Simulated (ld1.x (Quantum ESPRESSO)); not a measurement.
# Pseudopotential generation for Er (Z = 68): RRKJ, PBE, scalar-relativistic.

Er, norm-conserving RRKJ (Kleinman–Bylander form), made with ld1.x (Quantum ESPRESSO) 7.5 (PBE, scalar-relativistic). Core [Kr] 4d10, reference 4f12 5s2 5p6 5d0 6s0 6p0 (charge +2). Waves: 5s (bound): rc 2.00 bohr; 5p (bound): rc 2.40 bohr; 4f (bound): rc 0.70 bohr; 5d (bound, empty): rc 2.50 bohr. Local part: the d channel. Core correction: a·sin(br)/r model core inside 0.55 bohr.

All-electron outer shells of the reference configuration (PBE, scalar-relativistic, ld1.x):

```
shell  level (eV)  outermost node (bohr)  outermost maximum (bohr)
   4p     -328.82                   0.27                      0.49
   4d     -179.63                   0.25                      0.51
   5s      -66.32                   0.60                      1.11
   5p      -40.77                   0.65                      1.28
   4f      -17.44                      –                      0.51
   6s      -14.88                   1.50                      2.98
   5d      -13.48                   0.73                      1.88
   6p      -10.30                   1.80                      3.69
```

(1) Estimate the cutoffs (Ry, on a coarse ladder) from which the occupation-weighted sum of valence levels, in a spherical-Bessel basis at the reference potential, stays within 10 and 1 mRy of its value at 400 Ry.

(2) What does a ghost test show?

(3) Which valence shell sets the plane-wave cutoff?

(4) Tests: 4f12 5s2 5p6 5d0 6s2 6p0; 4f12 5s2 5p6 5d0 6s1 6p0; 4f11 5s2 5p6 5d0 6s0 6p0; 4f12 5s2 5p6 5d0.5 6s1.5 6p0; 4f10 5s2 5p6 5d0 6s0 6p0; 4f12 5s2 5p6 5d0 6s1 6p1; 4f12 5s2 5p6 5d0 6s0 6p2. Which has the largest error in its energy relative to the reference configuration, and how large is it?

## Answers

(1) over 300 Ry and over 300 Ry.

(2) No extra level below or beside the all-electron valence levels (s, p, f, d tested).

(3) 4f: its level needs over 300 Ry to come within 1 mRy, against 30 Ry for 5s.

(4) 4f12 5s2 5p6 5d0 6s2 6p0, with -556 meV (all-electron minus pseudo) on -18.34 eV.
